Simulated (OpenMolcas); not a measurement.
Ti2+ with its 8 nearest fluoride ions at 2.323 Å, on the Ca site of CaF2 (a = 5.46294 Å, distance in the model lattice 2.366 Å). The rest of the host is ab initio model potentials to 7.6 Å and point charges beyond; the distance is set by hand and nothing relaxes. Ligand basis ANO-RCC-VDZP.

* Program: OpenMolcas 26.06
* Method: CASSCF
* Basis: ANO-RCC-VTZP [6s5p3d2f1g]
* Scalar Hamiltonian: DKH2, point nucleus
* Active space: 2 electrons in 5 orbitals (3d)
* State averaging: 2S+1 = 3 even, 10 roots; 2S+1 = 1 even, 15 roots
* Spin-orbit coupling: RASSI with atomic mean-field integrals over the reference wave functions

**Question.** What is the spin-free ground state (labels of O, the rotations of Oh)?

**Answer.** 3A2, 1-fold in its orbital part, 100 % from free-ion F terms; it has the highest spin that d2 allows.

**Question.** Where is the first state of the same spin?

**Answer.** 3T2 at 6560 cm-1 above the ground state.

**Question.** What are the lowest two levels with spin-orbit coupling?

**Answer.** A 3-fold level T2, then a 1-fold level A2 6499 cm-1 above it. Their leading multiplicities are 3 (100 %) and 3 (100 %).

**Question.** What is χT at 300 K, and how does it compare with the textbook value?

**Answer.** The lowest level has 2S+1 = 3, for which the spin-only value is χT = S(S+1) / 2 = 1.000 cm3 K/mol (g = 2). The computed 1.018 at 300 K differs by +0.018, through orbital momentum, spin-orbit coupling and any other state in reach.

Without dynamic correlation the repulsion within the d shell is too large (B by tens of per cent), so at a given field states of lower spin stand too high. Ligand-to-metal charge-transfer states are missing. With no ligand orbital active B as a rule stays too high, so bands that hang on it stand too high and its fall with covalency is understated. With metal d orbitals alone and no dynamic correlation 10Dq can be off by a tenth to a fifth, either way, in oxide and fluoride hosts. No measured value stands beside these numbers; the geometry was set by hand and not optimised.
